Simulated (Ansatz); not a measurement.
ClH₅InNSi (`N[SiH](Cl)[InH2]`) at its PBE0-D4/def2-TZVP geometry, where that method's forces vanish. Total charge 0; spin multiplicity 1. In takes the def2 core potential.

| atom | x (Å) | y (Å) | z (Å) |
| --- | --- | --- | --- |
| N1 | -1.502 | 0.247 | 0.823 |
| Si2 | -0.546 | -0.055 | -0.562 |
| Cl3 | -0.389 | 1.582 | -1.873 |
| In4 | 1.895 | -0.536 | 0.071 |
| H5 | -2.504 | 0.324 | 0.745 |
| H6 | -1.149 | 0.829 | 1.566 |
| H7 | -1.284 | -1.071 | -1.353 |
| H8 | 2.597 | 0.314 | 1.405 |
| H9 | 2.883 | -1.633 | -0.821 |

(1) For each bond, give half the difference of the two atoms' forces along it (eV/Å; positive pushes the atoms apart) under PBE-D4, r2SCAN-D4, B3LYP-D4, ωB97M-V in def2-TZVPP. (An estimate is asked.)

Results:

(1) Computed: 
```json
{"bond": "N1–Si2", "length (Å)": "1.710", "PBE-D4": "0.10", "r2SCAN-D4": "0.01", "B3LYP-D4": "0.06", "ωB97M-V": "0.10"}
{"bond": "N1–H5", "length (Å)": "1.009", "PBE-D4": "0.20", "r2SCAN-D4": "0.02", "B3LYP-D4": "-0.01", "ωB97M-V": "-0.03"}
{"bond": "N1–H6", "length (Å)": "1.007", "PBE-D4": "0.20", "r2SCAN-D4": "0.02", "B3LYP-D4": "-0.02", "ωB97M-V": "-0.02"}
{"bond": "Si2–Cl3", "length (Å)": "2.103", "PBE-D4": "0.15", "r2SCAN-D4": "0.08", "B3LYP-D4": "0.20", "ωB97M-V": "0.06"}
{"bond": "Si2–In4", "length (Å)": "2.568", "PBE-D4": "-0.12", "r2SCAN-D4": "-0.03", "B3LYP-D4": "0.04", "ωB97M-V": "-0.06"}
{"bond": "Si2–H7", "length (Å)": "1.484", "PBE-D4": "0.07", "r2SCAN-D4": "-0.03", "B3LYP-D4": "-0.16", "ωB97M-V": "-0.16"}
{"bond": "In4–H8", "length (Å)": "1.731", "PBE-D4": "0.09", "r2SCAN-D4": "-0.01", "B3LYP-D4": "0.03", "ωB97M-V": "-0.05"}
{"bond": "In4–H9", "length (Å)": "1.725", "PBE-D4": "0.09", "r2SCAN-D4": "-0.01", "B3LYP-D4": "0.03", "ωB97M-V": "-0.04"}
```

B3LYP here is the variant with VWN-RPA as its local correlation; programs differ in this.
